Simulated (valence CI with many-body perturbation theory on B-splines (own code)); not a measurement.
Cd XXXIII: E2, M1, M2 decay

Calculated by configuration interaction combined with many-body perturbation theory (CI+MBPT): six valence electrons over a frozen Dirac-Fock core [Ne], a basis of 9 s, 9 p, 8 d, 6 f, 3 g, 1 h functions for each j, with the one-electron correlation potential Σ1, the two-electron term Σ2, the three-electron term Σ3, Breit, model QED; selected CI, second order for the rest, scaled by the run's own slope (own B-spline code, finite nucleus).

No measured spectrum was set against this ion. As an estimate, large intervals hold to a few tenths of a per cent, small ones and those within an open d or f shell to about a per cent. Among the levels kept, up to 1500 cm⁻¹ of a level comes from second order outside the variational space, and about a tenth of that is noise between levels of different J, which matters for small intervals.

Lines 1 to 20 of 20 in falling wavelength, among levels below 218.30 eV, chosen from the decays that carry over 1 % of a level's rate. Wavelengths and rates use the calculated energies. Electric multipoles are in the length gauge, E1 and E2 with the static RPA response of the core. S is in atomic units (e²a₀⁴ for E2 and M2, e²a₀⁶ for E3), for M1 in squared Bohr magnetons. Weak lines are less certain than strong ones. Lines between different terms over intervals too small for the method are left out, as are lines whose strength nearly cancels.

Levels are named by their leading jj configuration (3d3/2^4 stands for four electrons in 3d with j = 3/2), which in mixed levels can hold well under half, so a name can repeat and another be missing. Letters in brackets count levels of one name in rising energy.

```
λ vac (Å)                               Upper                               Lower  Type   A (s⁻¹)  S (a.u.)
     1554  (3s^2 3p1/2 3p3/2^2 3d5/2) J=4 [b]      (3s^2 3p1/2 3p3/2^2 3d3/2) J=4    M1  1.02e+03  1.28e+00
     1455      (3s^2 3p1/2^2 3p3/2 3d5/2) J=4      (3s^2 3p1/2^2 3p3/2 3d3/2) J=3    M1  4.66e+03  4.79e+00
     1209      (3s^2 3p1/2 3p3/2^2 3d5/2) J=5      (3s^2 3p1/2 3p3/2^2 3d3/2) J=4    M1  8.06e+03  5.81e+00
     1177          (3s^2 3p1/2^2 3p3/2^2) J=0          (3s^2 3p1/2^2 3p3/2^2) J=2    E2  4.31e+00  8.69e-03
    898.5  (3s^2 3p1/2 3p3/2^2 3d5/2) J=4 [b]  (3s^2 3p1/2 3p3/2^2 3d3/2) J=3 [a]    M1  7.17e+03  1.73e+00
    538.9      (3s^2 3p1/2 3p3/2^2 3d3/2) J=4      (3s^2 3p1/2^2 3p3/2 3d5/2) J=3    M1  3.44e+04  1.80e+00
    487.4  (3s^2 3p1/2 3p3/2^2 3d5/2) J=4 [a]      (3s^2 3p1/2^2 3p3/2 3d5/2) J=3    M1  6.15e+04  2.38e+00
    400.1  (3s^2 3p1/2 3p3/2^2 3d5/2) J=4 [b]      (3s^2 3p1/2^2 3p3/2 3d5/2) J=3    M1  4.52e+04  9.67e-01
    387.8            (3s^2 3p1/2 3p3/2^3) J=1          (3s^2 3p1/2^2 3p3/2^2) J=0    M1  1.38e+05  8.96e-01
    341.9      (3s^2 3p1/2 3p3/2^2 3d3/2) J=4      (3s^2 3p1/2^2 3p3/2 3d5/2) J=4    M1  1.17e+05  1.57e+00
    320.5  (3s^2 3p1/2 3p3/2^2 3d5/2) J=4 [a]      (3s^2 3p1/2^2 3p3/2 3d5/2) J=4    M1  3.29e+05  3.62e+00
    291.7            (3s^2 3p1/2 3p3/2^3) J=1          (3s^2 3p1/2^2 3p3/2^2) J=2    M1  6.73e+05  1.86e+00
    280.3  (3s^2 3p1/2 3p3/2^2 3d5/2) J=4 [b]      (3s^2 3p1/2^2 3p3/2 3d5/2) J=4    M1  4.14e+04  3.05e-01
    276.9      (3s^2 3p1/2 3p3/2^2 3d3/2) J=4      (3s^2 3p1/2^2 3p3/2 3d3/2) J=3    M1  4.22e+04  2.99e-01
    266.6      (3s^2 3p1/2 3p3/2^2 3d5/2) J=5      (3s^2 3p1/2^2 3p3/2 3d5/2) J=4    M1  1.18e+05  9.11e-01
    262.6  (3s^2 3p1/2 3p3/2^2 3d5/2) J=4 [a]      (3s^2 3p1/2^2 3p3/2 3d3/2) J=3    M1  8.71e+04  5.26e-01
    255.1            (3s^2 3p1/2 3p3/2^3) J=2          (3s^2 3p1/2^2 3p3/2^2) J=2    M1  4.62e+05  1.42e+00
    233.2                  (3s^2 3p3/2^4) J=0            (3s^2 3p1/2 3p3/2^3) J=1    M1  2.34e+06  1.10e+00
    88.76  (3s^2 3p1/2 3p3/2^2 3d5/2) J=4 [b]            (3s^2 3p1/2 3p3/2^3) J=2    M2  1.68e+03  7.42e-05
    86.07      (3s^2 3p1/2^2 3p3/2 3d5/2) J=4          (3s^2 3p1/2^2 3p3/2^2) J=2    M2  1.35e+03  5.12e-05
```
